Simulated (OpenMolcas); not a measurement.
**Os6+: effect of the active space**

```json
{
 "Program": "OpenMolcas",
 "Method": "CASSCF or its RAS form",
 "Basis": "ANO-R2",
 "Scalar Hamiltonian": "X2C, finite nucleus",
 "Spin-orbit coupling": "state interaction with AMFI integrals over the reference wave functions, term energies averaged over their components"
}
```

A. 2 electrons in 5 orbitals (5d); 2S+1 = 3 even, 10 roots; 2S+1 = 1 even, 15 roots; cost of the order of 7 core-seconds
B. 8 electrons in 8 orbitals (RAS1 5p, at most 2 holes; RAS2 5d); 2S+1 = 3 even, 10 roots; 2S+1 = 1 even, 15 roots; cost of the order of 19 core-seconds
C. 2 electrons in 10 orbitals (5d 6d); 2S+1 = 3 even, 10 roots; 2S+1 = 1 even, 15 roots; cost roughly 14 core-seconds

Energies in eV above 5d2 3F2, the measured ground level; measured values from van het Hof, Joshi, Wyart and Sugar, J. Res. Natl. Inst. Stand. Technol. 100, 687 (1995).

```
         Level       A       B       C  Measured
       5d2 3F2  0.0000  0.0000  0.0000    0.0000
       5d2 3F3  1.2595  1.3318  1.2657    1.2780
       5d2 3P0  2.2469  2.1661  2.2515    1.9635
       5d2 3F4  2.2769  2.3839  2.2833          
       5d2 3P1  3.0023  2.9945  2.9988    2.7398
       5d2 1G4  4.1669  4.3101  4.1559    3.8775
5d2 3P2 [56 %]  4.4024  4.4430  4.3943    4.1072
       5d2 1S0  7.9455  7.5772  7.8553    7.1551
```

Deviations, from unrounded energies. A percentage is the sum of absolute deviations over the sum of measured energies, with the sign that they share, or ± where signs differ.

```
                        Against measurement  Levels     A     B     C
             mean absolute deviation (cm-1)       6  2600  2300  2500
      fine structure of the ground term (%)       1  -1.4  +4.2  -1.0
other terms of the ground configuration (%)       5  +9.7  +8.3  +9.1
```

B lies closest to measurement on these levels and A furthest from it. The largest miss of B in the table is 5d2 1G4, by +3500 cm-1. The ranking rests on the paired levels alone, and a cruder setting can come out closer through cancelling errors.

Among A to C the level of the table that moves most is 5d2 1S0, by 3000 cm-1 (lowest in B, highest in A).

Without dynamic correlation excited terms often stand tens of per cent too high (terms of higher spin than the ground term too low), and those without a measured partner can miss by more than the paired ones. Active for correlation alone: 5p; no level in the range computed is led by a configuration that opens it, so any true level of that kind is missing (holds for B). Active for correlation alone: 6d; no level in the range computed is led by a configuration that fills it, so any true level of that kind is missing (holds for C). Computed and measured levels are paired by configuration, term and J; levels that our copy of the source lacks, or whose pairing is in doubt (as where it misses far off the trend of its configuration), stay unpaired and out of the deviations. Only configurations of the active space appear. Levels that lie high or do not pair safely by name in every column are left out.

A share in square brackets marks a mixed level and gives the weight of the term that names it, the lowest over the columns.
